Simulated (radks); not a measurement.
Results of a calculation; reference values are marked as such.
The barium ion Ba17+, configuration [Kr] 4d3 (the NIST ground configuration). Level of theory: Dirac Kohn-Sham, exchange-only PBE, spin-unpolarised, spherical densities, finite nucleus; open shells fill j = l - 1/2 first; Fermi nuclear charge, rms radius 4.8378 fm (a radial shooting solver on a logarithmic mesh with Libxc functionals).

Spin-orbit splittings of the eigenvalues, e(l+1/2) - e(l-1/2), with zeta = 2 splitting/(2l+1) and mean radii in bohr:

shell,occ.,splitting (eV),zeta (eV),<r> j=l-1/2,<r> j=l+1/2
2p,6,382.1,254.7,0.09188,0.09787
3p,6,74.75,49.83,0.2799,0.2916
3d,10,16.06,6.422,0.2619,0.2656
4p,6,18.35,12.24,0.6495,0.6700
4d,3,3.578,1.431,0.6921,0.6982
